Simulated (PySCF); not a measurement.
Compound: C₆H₁₁B.
Bonds: C1–C2 (double), C2–C3 (double), C3–C4, C4–B5, B5–C6, B5–C7. Hydrogens: H8, H9 on C1; H10 on C3; H11, H12 on C4; H13, H14, H15 on C6; H16, H17, H18 on C7.

Computed with PySCF at B3LYP/def2-SVPD, non-relativistic, on one gas-phase PBE0-D3(BJ)/def2-SVP geometry that isn't relaxed in the solvent. The solvent is an IEF-PCM continuum (cavity from Bondi-type radii × 1.2). The model holds no explicit solvent molecules, cavitation or dispersion.

Gas phase at B3LYP/def2-SVPD: HOMO -6.74 eV, LUMO -0.57 eV, dipole 0.68 D.

Q: What does the continuum do to the energy, the frontier levels and the dipole at B3LYP/def2-SVPD in chloroform and tetrahydrofuran?

A: 
```csv
solvent,ε,E(solvent) − E(gas) (kJ/mol),polarisation term (kJ/mol),distortion of the solute (kJ/mol),HOMO (eV),LUMO (eV),dipole (D)
chloroform,4.711,-6.81,-7.41,0.60,-6.73,-0.42,0.89
tetrahydrofuran,7.426,-7.89,-8.70,0.81,-6.73,-0.40,0.92
```

Polarisation term: ½ Σ q·V over the induced surface charges. Distortion: the rise of the solute's own energy as its density leaves the gas-phase optimum. From chloroform to tetrahydrofuran the lowering changes by a factor 1.16, Onsager's factor (ε − 1)/(2ε + 1) by 1.14 and ε itself by 1.6.

Q: How does the static polarisability (B3LYP/def2-SVPD, frozen core, with the continuum's full static response) change?

A: 
```tsv
medium	isotropic (au)	principal values (au)	⟨r²⟩ of the electrons (bohr²)
gas	93.1	72.8, 79.2, 127.5	1176.0
chloroform	115.1	90.9, 98.3, 156.1	1176.0
tetrahydrofuran	119.0	94.5, 101.9, 160.7	1176.0
```

The isotropic value in tetrahydrofuran is 1.28 times the gas-phase one; no cavity-field correction is applied. ⟨r²⟩ is taken about the centre of nuclear charge.

The values belong to the conformer `[CH2:1]=[C:2]=[CH:3][CH2:4][B:5]([CH3:6])[CH3:7]`: C2–C3–C4–B5 -116°, C3–C4–B5–C6 178°.
